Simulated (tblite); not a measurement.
Species: C4H9AlF2O.
SMILES with atom numbers: `[CH2:1]=[C:2]([F:3])[Al@@H-:4]([F:5])[O+:6]([CH3:7])[CH3:8]` (hydrogens: H9, H10 on C1; H11 on Al4; H12, H13, H14 on C7; H15, H16, H17 on C8)
Bond orders are those of one Lewis drawing.

Computed with GFN2-xTB (tblite), gas phase: L-BFGS steps from a force-field or distance-geometry start until the largest atomic force falls under 0.01 eV/Å.

Step 41: E = -757.2018 eV
```
atom  x, y, z in Å  |  force x, y, z in eV/Å
C1      2.9791   -0.3223   -0.4514   -0.038  -0.023   0.081
C2      1.9032   -0.8177    0.1484    0.045   0.037   0.083
F3      1.8338   -2.2064    0.2461   -0.013   0.064  -0.095
Al4     0.3373   -0.2221    1.2669    0.143   0.018  -0.066
F5      0.4014    1.2293    2.0713   -0.032   0.011  -0.017
O6     -0.9609    0.2681   -0.0734    0.115   0.113  -0.035
C7     -1.9184    1.3006    0.0985    0.008  -0.051  -0.008
C8     -1.1299   -0.4558   -1.2786   -0.023   0.012   0.075
H9      3.0862    0.7475   -0.5057   -0.002  -0.013  -0.082
H10     3.7709   -0.9276   -0.8702   -0.036  -0.012   0.019
H11    -0.3619   -1.3599    2.0048   -0.083  -0.049  -0.014
H12    -2.8962    0.8804    0.3458   -0.021   0.019  -0.020
H13    -1.9942    1.8940   -0.8176    0.003   0.033   0.059
H14    -1.5704    1.9305    0.9162   -0.033  -0.074  -0.009
H15    -0.2467   -1.0800   -1.4115   -0.048  -0.007   0.069
H16    -1.2187    0.2372   -2.1208    0.044  -0.051  -0.011
H17    -2.0216   -1.0836   -1.2257   -0.028  -0.026  -0.029
```

Step 42: E = -757.2066 eV
```
atom  x, y, z in Å  |  force x, y, z in eV/Å
C1      2.9785   -0.3186   -0.4515    0.014  -0.016   0.033
C2      1.9000   -0.8089    0.1444    0.035   0.015   0.094
F3      1.8318   -2.1989    0.2304   -0.047   0.071  -0.074
Al4     0.3429   -0.2160    1.2701    0.093   0.056  -0.042
F5      0.3993    1.2330    2.0829   -0.033  -0.023  -0.049
O6     -0.9643    0.2657   -0.0688    0.127   0.099   0.004
C7     -1.9232    1.2974    0.0961    0.031  -0.045  -0.003
C8     -1.1319   -0.4582   -1.2735   -0.004   0.021   0.087
H9      3.1063    0.7468   -0.5132   -0.040   0.043  -0.051
H10     3.7584   -0.9354   -0.8699    0.039  -0.057  -0.019
H11    -0.3473   -1.3591    2.0053   -0.095  -0.061   0.001
H12    -2.9054    0.8746    0.3233   -0.003   0.045  -0.027
H13    -1.9778    1.8982   -0.8166   -0.032   0.035   0.055
H14    -1.5861    1.9210    0.9231   -0.043  -0.076   0.004
H15    -0.2569   -1.0949   -1.3956   -0.038  -0.031   0.067
H16    -1.1967    0.2360   -2.1161    0.018  -0.052  -0.036
H17    -2.0346   -1.0707   -1.2273   -0.021  -0.025  -0.045
```

Question: Estimate the geometry and energy of step 43. (The exact step hangs on the optimiser's Hessian estimate; all steps are aligned on step 42, rigid shifts and turns removed.)

Answer: E = -757.2109 eV, largest force 0.124 eV/Å
```
atom  x, y, z in Å  |  force x, y, z in eV/Å
C1      2.9818   -0.3151   -0.4528    0.057  -0.003  -0.016
C2      1.8996   -0.7976    0.1407    0.038   0.004   0.077
F3      1.8224   -2.1884    0.2113   -0.060   0.074  -0.047
Al4     0.3524   -0.2099    1.2751   -0.004   0.055   0.001
F5      0.3956    1.2363    2.0950   -0.028  -0.037  -0.068
O6     -0.9680    0.2621   -0.0608    0.081   0.067   0.014
C7     -1.9288    1.2925    0.0930    0.031  -0.009  -0.002
C8     -1.1345   -0.4606   -1.2655    0.014   0.012   0.047
H9      3.1287    0.7468   -0.5230   -0.066   0.061  -0.010
H10     3.7496   -0.9433   -0.8736    0.079  -0.085  -0.044
H11    -0.3322   -1.3591    2.0112   -0.076  -0.041  -0.014
H12    -2.9193    0.8714    0.2950    0.061   0.061  -0.039
H13    -1.9577    1.9020   -0.8164   -0.062   0.023   0.077
H14    -1.6059    1.9079    0.9311   -0.054  -0.063   0.022
H15    -0.2697   -1.1128   -1.3743   -0.041  -0.050   0.059
H16    -1.1699    0.2361   -2.1094   -0.004  -0.086  -0.019
H17    -2.0514   -1.0562   -1.2335    0.035   0.017  -0.038
```

The energy changes by -0.0042 eV. The first-order estimate −F·Δx gives -0.0061 eV and the mean of the old and new forces, exact on a quadratic surface, -0.0042 eV. The step makes an angle of 78° with the force vector and moves no atom by more than 0.032 Å.

What follows is the cost of the whole relaxation. Hardware: an Arm Neoverse N1 with one thread (shared host). Cost: 1.8 s wall.
